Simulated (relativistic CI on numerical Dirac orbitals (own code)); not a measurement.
## What each ingredient does to the levels of Dy

Base calculation: Dirac-Coulomb-Breit CI, KLI orbitals optimised for each configuration, model QED, valence Slater integrals scaled by 0.85, P86 correlation energy added to each configuration.

Configurations in the expansion (outside the closed core [Xe]): 4f¹⁰6s², 4f¹⁰6s6p, 4f⁹6s²6p, 4f¹⁰7s², 4f¹¹6s, 4f¹². The list is cut by size and lacks configurations that can hold low levels.

Variants: (1) valence Slater integrals scaled by 0.75; (2) configuration mixing switched off. Shifts of the energy above 4f¹⁰6s² ⁵I8, in cm⁻¹, for the lowest level and the first level of each name with at least 55 % of one term (blank where a level changes its place among those of its configuration and J or its character, or is not in the variant):

```csv
Level,Base,Δ(1),Δ(2),Measured
4f¹⁰6s² ⁵I8,0.0,0.0,0.0,0.0
4f¹⁰6s² ⁵I7,4233.8,+51.9,+1.2,4134.2
4f⁹6s²6p ⁷I9,5418.1,+1386.1,-58.0,
4f⁹6s²6p ⁵G6,6613.1,,-53.2,
4f¹⁰6s² ⁵I6,7211.0,-34.6,+4.5,7050.6
4f⁹6s²6p ⁷I8,8951.8,+1442.5,-58.3,
4f⁹6s²6p ⁵H6,9007.0,+1439.5,-58.2,
4f¹⁰6s² ⁵I5,9397.3,-142.3,+9.6,9211.6
4f⁹6s²6p ⁵G5,9664.7,+1317.3,-54.8,
4f¹⁰6s6p ⁷H°8,9895.0,+483.6,-58.0,
4f¹⁰6s6p ⁷I°9,10293.3,+468.7,-58.0,
4f⁹6s²6p ⁷H4,10295.8,+1381.2,-57.7,
4f¹⁰6s² ⁵I4,11126.7,-179.3,+9.9,10925.3
4f⁹6s²6p ⁷D5,11341.6,,-54.8,
4f⁹6s²6p ⁷I7,11365.7,,-58.9,
4f¹⁰6s6p ⁷K°10,11420.9,+397.9,-58.0,
4f⁹6s²6p ⁷H3,11744.3,+1376.1,-57.8,
4f⁹6s²6p ⁷H2,12841.3,+1361.3,-57.7,
4f⁹6s²6p ⁷I3,13047.6,+1302.9,-57.6,
4f⁹6s²6p ⁷F6,14188.0,+711.0,-55.4,
4f⁹6s²6p ⁵F5,14283.4,+865.8,+82.2,
4f⁹6s²6p ⁵D4,14367.5,,-52.6,
```

Correlation outside the listed configurations is missing or only estimated: errors of thousands of cm⁻¹ between configurations and terms are usual at this charge. Rates and lifetimes follow the computed energies and can be off by large factors. The fine structure of a lone outer electron comes out too small, for d and f at times inverted, and misplaced configurations move strength between like terms. 4 of the 29 excited levels that our extract of the measured tables holds in this range could be paired (the sources list more); they are missed by 162 cm⁻¹ on average and 201 at most, and levels without a partner can miss by more.

Measured levels: NIST Handbook of Basic Atomic Spectroscopic Data (Sansonetti and Martin, J. Phys. Chem. Ref. Data 34, 1559 (2005)).

Ionisation energy from the two ground configurations alone: base 5.475 eV; valence Slater integrals scaled by 0.75 5.486 eV. The NIST ASD value (measured) is 5.93906 eV. The gap of more than 2 % comes from missing correlation.

LS names give the leading component of a level, which can be under half, so a name can repeat, a term be missing and a line seem to break the LS rules.
